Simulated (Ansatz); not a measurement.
Caution, from a PySCF single point (B3LYP-D3(BJ)/def2-TZVPD) at this geometry: the highest occupied level lies above zero, so the state may not be bound. This singlet lies 1.83 eV below the relaxed triplet at the level frozen-core CCSD(T)/aug-cc-pVTZ // B3LYP-D3(BJ)/def2-TZVPD (Ansatz, an electronic-structure program).

Species: HBClO, SMILES `O[B-]Cl` (lower singlet; H–O–B–Cl torsion 180°) (charge -1, multiplicity 1).

Problem. Give a relaxed geometry from B3LYP-D3(BJ)/def2-TZVPD (Ansatz).

Solution. Several could match; the one computed here: the end point of this relaxation, one of several conformers (outside a Z-matrix the atoms follow the SMILES, hydrogens last).
Cartesian coordinates (Å) in one orientation:
```xyz
4

O     -0.689    -0.375     0.097
B      0.240     0.614    -0.165
Cl     1.994    -0.289     0.093
H     -1.544     0.050    -0.024
```
